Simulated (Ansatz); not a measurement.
Consider the formal exchange of groups at the Si–Si bond: `O=C[SiH2][SiH2][SiH3]` + `O=C=C[SiH3]` → `O=C=C([SiH3])[SiH3]` + `O=C[SiH2][SiH3]`.

Program: Ansatz. Geometries: PBE0-D4/def2-TZVP. ΔE: electronic, gas phase. CCSD(T)/CBS is the MP2 limit (def2-TZVPP, def2-QZVPP) plus CCSD(T) − MP2 in def2-TZVPP, frozen cores. DFT in def2-TZVPP. One conformer a species, not always the lowest.

```tsv
level	ΔE (eV)
B2PLYP	-0.30
CCSD/def2-TZVPP	-0.27
```

Question: What does CCSD(T)/CBS give? (An estimate is asked.)

Answer: Ansatz gave: -0.27 eV. The listed levels differ from it by -0.03, 0.00 eV.

Largest T1 diagnostic among the species: 0.016.

From PBE to PBE0 (25 % exact exchange), in def2-TZVPP and without D4, ΔE moves by −0.03 eV.
